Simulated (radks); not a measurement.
Question: Al XII, configuration [He] (the NIST ground configuration). Calculated with a radial shooting solver on a logarithmic mesh with Libxc functionals: non-relativistic Kohn-Sham, LB94 model potential, spin-polarised, spherical densities, point nucleus. Some entries of the table are withheld. Estimate them.

| orbital | occ. | eigenvalue (eV) | <r> (bohr) |
|---|---|---|---|
| 1s | 2 | (1) | (2) |
| 2s | 0 | (3) | (4) |
| 2p | 0 | (5) | (6) |

Answer: 
(1) 1s eigenvalue (eV): -2056.273
(2) 1s <r> (bohr): 0.1192
(3) 2s eigenvalue (eV): -490.6539
(4) 2s <r> (bohr): 0.4914
(5) 2p eigenvalue (eV): -478.8659
(6) 2p <r> (bohr): 0.4181
